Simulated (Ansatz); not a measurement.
`CCCCCCCC[Si](O)(O)O`, relaxed as a singlet with RKS PBE-D4/def2-SVP in Ansatz, starting from the GFN2-xTB geometry. Force threshold 0.03 eV/Å.

Start:

Cartesian coordinates in Å:
```
C -2.091 4.579 0.850
C -1.742 3.118 0.592
C -0.792 2.568 1.654
C -0.486 1.077 1.495
C 0.311 0.749 0.234
C 0.737 -0.717 0.192
C 1.606 -1.024 -1.024
C 2.070 -2.482 -1.064
Si 0.690 -3.771 -1.327
O 1.331 -5.252 -1.556
O -0.198 -3.398 -2.640
O -0.318 -3.892 -0.053
H -2.765 4.951 0.082
H -1.193 5.193 0.846
H -2.577 4.694 1.816
H -2.659 2.524 0.586
H -1.281 3.032 -0.394
H 0.144 3.133 1.624
H -1.241 2.725 2.638
H -1.422 0.514 1.489
H 0.088 0.748 2.365
H -0.289 0.971 -0.650
H 1.202 1.382 0.199
H 1.300 -0.956 1.098
H -0.147 -1.354 0.180
H 1.052 -0.794 -1.937
H 2.483 -0.370 -1.001
H 2.612 -2.697 -0.141
H 2.799 -2.582 -1.872
H 1.736 -5.460 -2.392
H -0.892 -2.750 -2.560
H -0.069 -4.457 0.672
```

```json
{"step": "1", "energy (eV)": "-22609.9042", "largest force component (eV/Å)": "1.404", "SCF passes": "21"}
{"step": "2", "energy (eV)": "-22610.1490", "largest force component (eV/Å)": "0.772", "SCF passes": "19"}
{"step": "3", "energy (eV)": "-22610.1951", "largest force component (eV/Å)": "0.199", "SCF passes": "20"}
{"step": "4", "energy (eV)": "-22610.2040", "largest force component (eV/Å)": "0.100", "SCF passes": "20"}
{"step": "5", "energy (eV)": "-22610.2087", "largest force component (eV/Å)": "0.089", "SCF passes": "19"}
{"step": "6", "energy (eV)": "-22610.2113", "largest force component (eV/Å)": "0.140", "SCF passes": "19"}
{"step": "7 (rejected)", "energy (eV)": "-22610.2032", "largest force component (eV/Å)": "1.011", "SCF passes": "19"}
{"step": "8", "energy (eV)": "-22610.2232", "largest force component (eV/Å)": "0.189", "SCF passes": "18"}
{"step": "9", "energy (eV)": "-22610.2311", "largest force component (eV/Å)": "0.610", "SCF passes": "19"}
{"step": "10", "energy (eV)": "-22610.2540", "largest force component (eV/Å)": "0.456", "SCF passes": "19"}
{"step": "11", "energy (eV)": "-22610.2859", "largest force component (eV/Å)": "0.361", "SCF passes": "19"}
{"step": "12", "energy (eV)": "-22610.2932", "largest force component (eV/Å)": "0.239", "SCF passes": "19"}
{"step": "13", "energy (eV)": "-22610.3070", "largest force component (eV/Å)": "0.199", "SCF passes": "20"}
{"step": "14", "energy (eV)": "-22610.3090", "largest force component (eV/Å)": "0.112", "SCF passes": "19"}
{"step": "15", "energy (eV)": "-22610.3128", "largest force component (eV/Å)": "0.070", "SCF passes": "19"}
{"step": "16", "energy (eV)": "-22610.3134", "largest force component (eV/Å)": "0.013", "SCF passes": "20"}
{"step": "17", "energy (eV)": "-22610.3136", "largest force component (eV/Å)": "0.129", "SCF passes": "19"}
{"step": "18", "energy (eV)": "-22610.3142", "largest force component (eV/Å)": "0.038", "SCF passes": "20"}
{"step": "19", "energy (eV)": "-22610.3145", "largest force component (eV/Å)": "0.026", "SCF passes": "19"}
{"step": "20", "energy (eV)": "-22610.3147", "largest force component (eV/Å)": "0.022", "SCF passes": "19"}
```

Force components are those of the run's own axes.

End:

```xyz
32

C    -2.191    4.564    0.859
C    -1.768    3.108    0.658
C    -0.761    2.620    1.706
C    -0.356    1.145    1.578
C     0.418    0.795    0.302
C     0.851   -0.671    0.234
C     1.629   -1.022   -1.039
C     2.030   -2.506   -1.133
Si    0.620   -3.707   -1.429
O     1.161   -5.300   -1.373
O    -0.031   -3.257   -2.904
O    -0.635   -3.673   -0.315
H    -2.920    4.892    0.090
H    -1.318    5.248    0.805
H    -2.663    4.714    1.853
H    -2.665    2.449    0.684
H    -1.339    2.987   -0.361
H     0.153    3.257    1.658
H    -1.190    2.791    2.718
H    -1.267    0.507    1.637
H     0.263    0.863    2.458
H    -0.201    1.028   -0.593
H     1.314    1.453    0.225
H     1.481   -0.911    1.123
H    -0.041   -1.330    0.316
H     1.020   -0.754   -1.930
H     2.541   -0.385   -1.093
H     2.576   -2.822   -0.216
H     2.746   -2.655   -1.973
H     1.976   -5.469   -1.875
H    -0.902   -3.652   -3.085
H    -0.529   -4.307    0.416
```

By distances, no bond broke or formed. The bond that changes most is Si9–O10, from 1.63 to 1.68 Å (atoms count from 1).

The force fell under the threshold at step 16, but the optimiser went on. No frequencies were taken in this run, so the end may be a saddle point.

Run time 71 s (4 threads of Arm Neoverse V2 on a shared host).
